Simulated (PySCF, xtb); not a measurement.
disiloxane cation (H6OSi2), SMILES [SiH3]O[SiH3] (connectivity only; charge and spin as stated), charge +1, multiplicity 2.

Geometry optimised at PBE0-D3(BJ)/def2-SVP. A frequency run showed that this geometry is not a minimum. The spin state was assumed, not searched.

Calculation: C-PCM-M06-2X/def2-SVP in PySCF.

The values are the electrostatic part of the solvation free energy, E(continuum) − E(gas) at the gas-phase geometry, in a cavity of scaled van der Waals radii (PySCF's table); cavitation and dispersion terms are not included.

```csv
solvent,ε,ΔG(elec) (kcal/mol)
water,78.36,-53.0
"N,N-dimethylformamide",37.22,-52.3
toluene,2.37,-31.1
```

For comparison, GFN2-xTB/ALPB(water) (xtb, at the GFN2-xTB geometry, all terms of that model) gives -43.8 kcal/mol.
